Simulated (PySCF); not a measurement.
## Levels of C³⁺ from EOM-EA-GCCSD

Reference: closed-shell C⁴⁺, 1s2; one electron is added. Calculated with PySCF 2.14, two-component X2C-1e with screened spin-orbit coupling, an uncontracted even-tempered set (17 s from 0.092 bohr⁻², ratio 2.6; 10 p from 0.12 bohr⁻², ratio 2.6; 7 d from 0.12 bohr⁻², ratio 2.8; 3 f from 8.8 bohr⁻², ratio 2.8); frozen nothing; the 28 highest virtual spinors dropped; of the others 52 kept and the rest restored at second order. No Breit or QED terms. Binding energies in eV.

```
level  Koopmans  second order  EOM-CCSD
2s1/2    64.374        64.487    64.492
2p1/2    56.295        56.483    56.489
2p3/2    56.276        56.464    56.470
3d3/2    24.184        24.191    24.191
3d5/2    24.183        24.189    24.190
```

Electric-dipole lines between these computed levels:

```tsv
lower	upper	ΔE (eV)	vacuum wavelength (nm)
2s1/2	2p1/2	8.002	154.9
2s1/2	2p3/2	8.021	154.6
2p1/2	3d3/2	32.298	38.39
2p3/2	3d3/2	32.279	38.41
2p3/2	3d5/2	32.281	38.41
```

Quantum defects δ = n − Z_c √(13.6057 eV / E) with Z_c = 4: 2s1/2 0.163, 2p1/2 0.037, 2p3/2 0.037, 3d3/2 0.000, 3d5/2 0.000.

For comparison, the ionisation energy of C³⁺ is 64.494 eV (measured; NIST Atomic Spectra Database, ionization energies).

Only part of the computed levels is shown.

The screened spin-orbit operator tends to give fine-structure splittings of light species too large.

The highest levels are limited by the diffuse functions of the basis.
